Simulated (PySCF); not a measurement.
C2H7FOSi, SMILES C[Si@H](F)CO.

Geometry: PBE-D3(BJ)/def2-SVP. The structure was generated by enumeration; whether it is a known compound was not checked. Other conformers were not sampled.

Calculation: PBE-D3(BJ)/def2-SVP run with PySCF.

Frequencies are harmonic and unscaled.

### Question
Give all harmonic wavenumbers and intensities. (An estimate is asked for; the answer gives what the named calculation found.)

### Answer

| mode | ν (cm⁻¹) | IR (km/mol) | moving atoms (share of kinetic energy) |
|---|---|---|---|
| 1 | 80 | 4.8 | O 37 %, H 25 %, C 22 %, F 12 % |
| 2 | 130 | 2.3 | H 47 %, O 18 %, C 16 %, F 11 % |
| 3 | 142 | 2.1 | H 76 % |
| 4 | 209 | 16.2 | H 36 %, F 29 %, C 20 %, Si 8 % |
| 5 | 227 | 22.2 | H 45 %, F 19 %, Si 18 %, C 11 % |
| 6 | 294 | 88.2 | H 62 %, Si 13 %, F 11 %, C 10 % |
| 7 | 315 | 16.9 | O 30 %, C 27 %, H 21 %, Si 17 % |
| 8 | 594 | 6.5 | H 51 %, C 35 %, Si 9 % |
| 9 | 649 | 25.1 | H 63 %, C 31 % |
| 10 | 689 | 31.9 | H 53 %, C 25 %, Si 15 % |
| 11 | 742 | 71.5 | H 51 %, Si 24 %, C 22 % |
| 12 | 761 | 29.7 | H 61 %, C 24 %, Si 11 % |
| 13 | 818 | 19.0 | H 44 %, F 38 %, Si 12 % |
| 14 | 853 | 137.8 | H 73 %, C 14 %, Si 12 % |
| 15 | 919 | 162.7 | H 41 %, Si 35 %, F 15 %, C 9 % |
| 16 | 1062 | 59.5 | C 49 %, O 45 % |
| 17 | 1148 | 20.2 | H 96 % |
| 18 | 1186 | 1.5 | H 90 % |
| 19 | 1221 | 30.3 | H 77 %, C 22 % |
| 20 | 1326 | 11.6 | H 70 %, C 26 % |
| 21 | 1378 | 1.9 | H 96 % |
| 22 | 1383 | 5.0 | H 96 % |
| 23 | 1423 | 4.2 | H 90 %, C 9 % |
| 24 | 2183 | 128.4 | H 97 % |
| 25 | 2860 | 50.3 | H 95 % |
| 26 | 2902 | 44.6 | H 91 %, C 9 % |
| 27 | 2977 | 0.9 | H 97 % |
| 28 | 3075 | 3.4 | H 91 %, C 9 % |
| 29 | 3081 | 1.8 | H 91 %, C 9 % |
| 30 | 3700 | 20.1 | H 94 % |
